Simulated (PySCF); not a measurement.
Molfile (atoms numbered from 1):
```
C3H5FOSi
     RDKit          3D

 11 11  0  0  0  0  0  0  0  0999 V2000
    2.9831    0.6747    0.4754 O   0  0  0  0  0  0  0  0  0  0  0  0
    1.9088    0.1370    0.5692 C   0  0  0  0  0  0  0  0  0  0  0  0
    0.3823    0.6583   -0.4412 Si  0  0  2  0  0  4  0  0  0  0  0  0
   -1.2441    0.2307    0.4041 C   0  0  0  0  0  0  0  0  0  0  0  0
   -0.8745   -0.7294   -0.6961 C   0  0  2  0  0  0  0  0  0  0  0  0
   -0.5672   -1.9992   -0.3069 F   0  0  0  0  0  0  0  0  0  0  0  0
    1.7511   -0.7285    1.2711 H   0  0  0  0  0  0  0  0  0  0  0  0
    0.5018    1.7890   -1.3914 H   0  0  0  0  0  0  0  0  0  0  0  0
   -1.1449   -0.1753    1.4186 H   0  0  0  0  0  0  0  0  0  0  0  0
   -2.1444    0.8409    0.2720 H   0  0  0  0  0  0  0  0  0  0  0  0
   -1.5142   -0.7236   -1.5891 H   0  0  0  0  0  0  0  0  0  0  0  0
  1  2  2  0
  2  3  1  0
  3  4  1  0
  4  5  1  0
  5  6  1  0
  5  3  1  0
  2  7  1  0
  3  8  1  6
  4  9  1  0
  4 10  1  0
  5 11  1  6
M  END
```

Geometry: PBE0-D3(BJ)/def2-SVP; GIAO shifts from PySCF, gas phase, non-relativistic, averaged over equivalent atoms.

At BP86/pcSseg-2 (293 basis functions, 77 s wall time on 1 thread of an Arm Neoverse N1, shared host):
| atoms | δ (ppm) |
| --- | --- |
| O1 | 865.0 |
| C2 | 241.9 |
| C5 | 86.4 |
| C4 | 10.3 |
| Si3 | -136.5 |
| F6 | -255.2 |
| H7 | 12.02 |
| H11 | 5.59 |
| H8 | 3.21 |
| H9 | 1.89 |
| H10 | 1.60 |

Scale: H2O for 17O (σref 326.07); 13C (σref 179.17), 29Si (σref 322.05), 1H (σref 31.23) against TMS; 19F (σref 143.94) against CFCl3 (reference shieldings calculated alike).

Estimate the result of repeating the calculation with HF/pcSseg-2.

## Answers


```csv
atoms,δ at HF/pcSseg-2,change
O1,920.5,+55.5
C2,239.4,-2.5
C5,65.5,-20.9
C4,0.8,-9.5
Si3,-123.9,+12.6
F6,-213.4,+41.8
H7,10.97,-1.05
H11,4.83,-0.76
H8,3.19,-0.02
H9,1.52,-0.37
H10,1.26,-0.34
```

Referencing at the same level of theory: 17O (σref 326.33) against H2O; 13C (σref 191.47), 29Si (σref 382.96), 1H (σref 31.68) against TMS; 19F (σref 245.28) against CFCl3.

The largest change is at O1 (carbonyl oxygen). Cost: 293 basis functions, 36 s wall time on 1 thread of an Arm Neoverse N1, shared host. The order of the carbon signals is the same at both levels.

Unscaled 19F shifts against computed CFCl3 carry errors that often reach 10 to 50 ppm. Unscaled 17O shifts of doubly bonded oxygen tend to come out too high, by tens of ppm or more. Experimental scales use liquid or dissolved standards, which lie at an offset from isolated H2O (liquid H2O: subtract about 36 ppm).
